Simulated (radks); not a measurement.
Problem. These are the eigenvalues of the occupied orbitals of an atom or ion with whole-number occupations (hartree). Method: Dirac Kohn-Sham, PBE, spin-unpolarised, spherical densities, point nucleus; computed with a radial shooting solver on a logarithmic mesh with Libxc functionals.

1s1/2: -2550.377
2s1/2: -439.8596
2p1/2: -420.5769
2p3/2: -370.8593
3s1/2: -101.2789
3p1/2: -92.70221
3p3/2: -81.95128
3d3/2: -67.53216
3d5/2: -65.19459
4s1/2: -20.87592
4p1/2: -17.32048
4p3/2: -14.82914
4d3/2: -8.99565
4d5/2: -8.53669
5s1/2: -2.88006
5p1/2: -1.82974
5p3/2: -1.47010
4f5/2: -1.24156
4f7/2: -1.15937
6s1/2: -0.20594
5d3/2: -0.17074

Which element is it, and in what charge state? The configuration may be excited. Open shells, if any, fill j = l - 1/2 first.

Solution. Z = 74, tungsten, charge 0: W in [Xe] 4f14 5d4 6s2. The list shows which subshells hold electrons but not how many an open one holds; the 1s level, -2550.4 hartree, gives Z - s = 71.4 by -(Z - s)^2/2, which with screening and relativity narrows Z to a few neighbours, and the depths of the outer levels then fix element, charge and occupations together.
